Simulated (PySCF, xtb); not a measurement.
Relative energy of two isomers of C2H6OSi

We compare a, `O/C=C\[SiH3]`, a singlet, with b, `C=C(O)[SiH3]`, a singlet. Both are isolated molecules in the gas phase, relaxed with B3LYP-D3(BJ)/def2-SVP; the shapes shown needn't be the lowest conformers.

a (Å):

```xyz
10

C    -0.0219    0.5819    1.7710
C    -0.7084   -0.3819    1.1401
O     0.2668    1.7648    1.1708
Si   -1.3369   -0.2084   -0.6118
H     0.7639    2.3328    1.7707
H     0.3438    0.4715    2.8011
H    -0.8916   -1.2992    1.7067
H    -2.2853    0.9367   -0.7528
H    -2.0563   -1.4616   -0.9880
H    -0.2237    0.0029   -1.5850
```

b (Å):

```xyz
10

C    -0.7831    1.1526    1.8397
C    -0.4643    0.1090    1.0558
O     0.1116   -1.0429    1.5060
Si   -0.7678    0.0768   -0.8102
H    -1.2428    2.0479    1.4195
H    -0.5948    1.1431    2.9207
H     0.2498   -0.9841    2.4640
H     0.5229   -0.1016   -1.5342
H    -1.6697   -1.0570   -1.1610
H    -1.3974    1.3663   -1.2088
```

Quicker runs give these differences E(b) − E(a): GFN2-xTB −1.9 kcal/mol; HF/STO-3G −0.9 kcal/mol (at GFN2-xTB geometries); r2SCAN-D4/def2-SVP +3.1 kcal/mol (at GFN2-xTB geometries).

**Question.** Which of the two would you expect CCSD(T)/def2-SVP + ΔMP2/def2-TZVPP electronic energies to favour?

**Answer.** Structure a; the calculation gives E(b) − E(a) = +2.0 kcal/mol.

How the difference moves with the method:

```json
{"level": "GFN2-xTB", "geometry": "GFN2-xTB", "E(b) − E(a) (kcal/mol)": "−1.9", "departure from the last row (kcal/mol)": "−3.9", "job, with rough time for the two": "optimisation, 0.1 s"}
{"level": "HF/STO-3G", "geometry": "GFN2-xTB", "E(b) − E(a) (kcal/mol)": "−0.9", "departure from the last row (kcal/mol)": "−2.9", "job, with rough time for the two": "single point, 1.3 s"}
{"level": "r2SCAN-D4/def2-SVP", "geometry": "GFN2-xTB", "E(b) − E(a) (kcal/mol)": "+3.1", "departure from the last row (kcal/mol)": "+1.1", "job, with rough time for the two": "single point, 20 s"}
{"level": "B3LYP-D3(BJ)/def2-SVP", "geometry": "B3LYP-D3(BJ)/def2-SVP", "E(b) − E(a) (kcal/mol)": "+2.4", "departure from the last row (kcal/mol)": "+0.4", "job, with rough time for the two": "optimisation, 80 s"}
{"level": "HF/def2-SVP", "geometry": "B3LYP-D3(BJ)/def2-SVP", "E(b) − E(a) (kcal/mol)": "+3.1", "departure from the last row (kcal/mol)": "+1.0", "job, with rough time for the two": "part of the CCSD(T) run"}
{"level": "MP2/def2-SVP", "geometry": "B3LYP-D3(BJ)/def2-SVP", "E(b) − E(a) (kcal/mol)": "+2.9", "departure from the last row (kcal/mol)": "+0.9", "job, with rough time for the two": "part of the CCSD(T) run"}
{"level": "CCSD(T)/def2-SVP", "geometry": "B3LYP-D3(BJ)/def2-SVP", "E(b) − E(a) (kcal/mol)": "+2.7", "departure from the last row (kcal/mol)": "+0.7", "job, with rough time for the two": "single point"}
{"level": "CCSD(T)/def2-SVP + ΔMP2/def2-TZVPP", "geometry": "B3LYP-D3(BJ)/def2-SVP", "E(b) − E(a) (kcal/mol)": "+2.0", "departure from the last row (kcal/mol)": "", "job, with rough time for the two": "single point, 74 s"}
```

As drawn, both hold the same kinds of bond in the same numbers.

GFN2-xTB, HF/STO-3G put the two in the other order. The largest departure from CCSD(T)/def2-SVP + ΔMP2/def2-TZVPP is that of GFN2-xTB, 3.9 kcal/mol. The last row adds to CCSD(T) the change of the MP2 difference between the two basis sets, here −0.7 kcal/mol.

With thermal terms from frequencies at re-optimised GFN2-xTB minima (ideal gas, soft modes damped towards free rotors, one conformer each, 298.15 K, 1 atm): the zero-point term adds +0.1 kcal/mol; ΔH is +2.0 and ΔG +2.4 kcal/mol.

The correlated steps freeze 8 core orbitals. Run with PySCF 2.14.0, xtb 6.7.1; the last row on 2 threads of Arm Neoverse V1 on a shared host.
